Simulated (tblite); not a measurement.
Here is a computed GFN2-xTB geometry (Å):
```
C 
C   1  1.4960
C   2  1.3307  1  126.58
C   3  1.4728  2  127.57  1     0.16
Si  4  1.9570  3  111.63  2   114.61
C   5  1.9299  4   88.24  3   115.11
Si  6  1.9171  5   91.69  4     2.84
H   1  1.0869  2  111.77  3   -22.38
H   1  1.0918  2  110.42  3    98.37
H   1  1.0889  2  110.00  3  -142.95
H   2  1.0828  1  114.76  3  -179.06
H   3  1.0847  2  117.67  1   178.69
H   4  1.0890  3  110.30  2   -13.50
H   5  1.4716  4  114.70  3    -1.55
H   6  1.0869  5  116.28  4   121.77
H   6  1.0890  5  113.24  4  -114.56
H   7  1.4633  4  114.50  3     5.79
H   7  1.4631  4  112.96  3   132.32
```
Z-matrix in Å and degrees, rows numbered from 1.

Doublet state.

Problem. Read off the bonds between heavy atoms and their formal orders.

Solution. C1–C2 (single); C2–C3 (double); C3–C4 (single); C4–Si5 (single); Si5–C6 (single); C6–Si7 (single); C4–Si7 (single). Hydrogens: H8, H9, H10 on C1; H11 on C2; H12 on C3; H13 on C4; H14 on Si5; H15, H16 on C6; H17, H18 on Si7.

Problem. Give the structure as a SMILES string.

Solution. `C/C=C\[C@H]1[SiH]C[SiH2]1`, C5H11Si2.

Problem. Name the point group.

Solution. C1 (no symmetry element, even within 0.4 Å).

Problem. Which rings does it hold?

Solution. C4–Si5–C6–Si7 (4 members, 0.02 Å rms from planarity).

Problem. Classify the heavy atoms.

Solution. C1: carbon bonded to C and 3 H; C2: carbon bonded to 2 C and H; C3: carbon bonded to 2 C and H; C4: carbon bonded to C, 2 Si and H; Si5: silicon bonded to 2 C and H; C6: carbon bonded to 2 Si and 2 H; Si7: silicon bonded to 2 C and 2 H.

Problem. What is the arrangement about C3?

Solution. It has 3 neighbours (C2, C4, H12) and is planar (angles 127.6°, 117.7° and 114.7°, sum 360.0°, 0.01 Å off the plane of its three neighbours).

Problem. What is the arrangement about Si7?

Solution. It has 4 neighbours (C6, C4, H17, H18) and has angles from 89.4° to 115.0°.
